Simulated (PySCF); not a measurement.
Compound: C₅H₁₆Si₂.
Atom-mapped SMILES: `[CH3:1][SiH2:2][CH2:3][C:4]([CH3:5])([CH3:6])[SiH3:7]` (hydrogens: H8, H9, H10 on C1; H11, H12 on Si2; H13, H14 on C3; H15, H16, H17 on C5; H18, H19, H20 on C6; H21, H22, H23 on Si7)

Cartesian coordinates in Å at the GFN2-xTB level; atoms count from 1:
```
atom  x, y, z in Å
C1     3.417    0.480    0.037
Si2    1.628    0.921   -0.421
C3     0.512   -0.499    0.183
C4    -1.008   -0.359    0.023
C5    -1.355   -0.042   -1.430
C6    -1.644   -1.708    0.383
Si7   -1.741    0.983    1.178
H8     3.736   -0.444   -0.437
H9     3.538    0.356    1.109
H10    4.099    1.261   -0.281
H11    1.269    2.196    0.216
H12    1.560    1.075   -1.882
H13    0.823   -1.406   -0.350
H14    0.733   -0.690    1.237
H15   -2.433   -0.077   -1.584
H16   -1.003    0.947   -1.711
H17   -0.895   -0.769   -2.100
H18   -1.404   -1.992    1.406
H19   -2.728   -1.668    0.289
H20   -1.278   -2.494   -0.280
H21   -3.204    0.908    1.115
H22   -1.309    0.730    2.555
H23   -1.317    2.316    0.755
```

IAO charges (e) from the PBE0/pcSseg-1 density (PySCF), one withheld:

| atom | bonded to | charge |
| --- | --- | --- |
| C1 | Si2 H8 H9 H10 | -0.7117 |
| Si2 | C1 C3 H11 H12 | +0.7500 |
| C3 | Si2 C4 H13 H14 | -0.5289 |
| C4 | C3 C5 C6 Si7 | -0.1888 |
| C5 | C4 H15 H16 H17 | -0.4116 |
| C6 | C4 H18 H19 H20 | -0.4110 |
| Si7 | C4 H21 H22 H23 | ? |
| H8 | C1 | +0.1529 |
| H9 | C1 | +0.1527 |
| H10 | C1 | +0.1561 |
| H11 | Si2 | -0.1299 |
| H12 | Si2 | -0.1319 |
| H13 | C3 | +0.1357 |
| H14 | C3 | +0.1379 |
| H15 | C5 | +0.1368 |
| H16 | C5 | +0.1343 |
| H17 | C5 | +0.1343 |
| H18 | C6 | +0.1346 |
| H19 | C6 | +0.1345 |
| H20 | C6 | +0.1329 |
| H21 | Si7 | -0.1179 |
| H22 | Si7 | -0.1192 |
| H23 | Si7 | -0.1157 |

(1) What is the charge on Si7?

(2) Add each hydrogen's charge to the atom that carries it.

(3) Across which bond do the charges differ most?

(4) Take the bonds between elements whose Pauling electronegativities differ by more than 0.25. In how many does the more electronegative atom carry the lower charge?

(5) How much positive and how much negative charge does this set hold in all?

Results:

(1) The charges add up to the total charge, 0. The others sum to -0.5739, which leaves +0.5739 e for Si7 (SiH3 silicon); the computed value is +0.5738, the difference coming from rounding.

(2) C1 -0.2500, Si2 +0.4882, C3 -0.2553, C5 -0.0062, C6 -0.0090, Si7 +0.2210. Atoms without hydrogen keep their charges.

(3) Si2–C1: +0.7500 on Si2 against -0.7117 on C1, a difference of 1.4617 e. The lower charge is on the more electronegative element of the two (Pauling values: C 2.55, Si 1.90).

(4) In 19 of 19.

(5) +2.8665 e on 13 atoms and -2.8666 e on 10.

The IAO scheme projects the occupied orbitals on a minimal set of polarised atomic orbitals and counts the electrons in each atom's part of it. Isolated species at its GFN2-xTB geometry (one conformer only).
